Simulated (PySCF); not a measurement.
From one molecule to another.

First species: SiEt(NCO)3, C₅H₅N₃O₃Si.
Cartesian coordinates in Å at the PBE0-D3(BJ)/def2-SVP level; atoms count from 1:
```
atom  x, y, z in Å
Si1   -0.1765   -0.2525   -0.4050
C2    -0.2310   -0.3399    1.4423
C3     0.5017    0.8036    2.1397
H4     0.1908   -1.3175    1.7340
H5    -1.2943   -0.3687    1.7373
H6     0.4350    0.7139    3.2341
H7     1.5698    0.8181    1.8733
H8     0.0792    1.7816    1.8619
N9     1.4422   -0.2508   -0.9614
C10    2.5523   -0.2473   -1.4110
O11    3.6370   -0.2456   -1.8377
N12   -0.9268    1.1775   -0.9711
C13   -1.4103    2.1487   -1.4793
O14   -1.8877    3.0972   -1.9593
N15   -0.9778   -1.5870   -1.1097
C16   -1.5066   -2.5138   -1.6538
O17   -2.0254   -3.4183   -2.1739
```

Second species: C2H4O2Si.
Numbering: `[O:1]=[CH:2][SiH2:3][CH:4]=[O:5]` (hydrogens: H6 on C2; H7, H8 on Si3; H9 on C4)

Levels: B3LYP/def2-SVPD for HOMO energy, LUMO energy, HOMO–LUMO gap and static isotropic polarisability; TDDFT B3LYP/def2-SVPD for lowest singlet excitation; TDA B3LYP/def2-SVPD for lowest triplet excitation (Tamm–Dancoff). Geometries: PBE0-D3(BJ)/def2-SVP. Each structure is a single optimised conformer of the isolated species, non-relativistic unless stated. Electronic properties by PySCF.

The conformers computed, where there is a choice (atom-mapped SMILES and torsion angles):
- `[O:1]=[CH:2][SiH2:3][CH:4]=[O:5]`: O1–C2–Si3–C4 80°, C2–Si3–C4–O5 107°

```csv
property,column X,column Y
HOMO energy,-7.03 eV,-8.64 eV
LUMO energy,-2.72 eV,-0.46 eV
HOMO–LUMO gap,4.31 eV,8.18 eV
lowest singlet excitation,2.95 eV,7.01 eV
lowest triplet excitation (Tamm–Dancoff),2.29 eV,6.50 eV
static isotropic polarisability,61.7 au,111.5 au
```

Problem. Which column belongs to which species?

Solution. Column X is the second species and column Y the first. The first has 17 atoms and 94 electrons, the second 9 and 46.

Problem. How does each property change from the first species to the second?

Solution. HOMO energy +1.61 eV; LUMO energy -2.26 eV; HOMO–LUMO gap -3.87 eV; lowest singlet excitation -4.06 eV; lowest triplet excitation (Tamm–Dancoff) -4.21 eV; static isotropic polarisability -49.8 au.

On the first: In wavenumbers S1 is 56600 cm⁻¹ (1 eV = 8065.54 cm⁻¹). The vertical singlet–triplet gap S1 − T1 is 0.51 eV (TDDFT singlet less Tamm–Dancoff triplet).

On the second: The vertical singlet–triplet gap S1 − T1 is 0.66 eV (TDDFT singlet less Tamm–Dancoff triplet; S1: HOMO→LUMO, weight 0.86; T1: HOMO→LUMO, weight 0.86). In wavenumbers S1 is 23800 cm⁻¹ (1 eV = 8065.54 cm⁻¹).
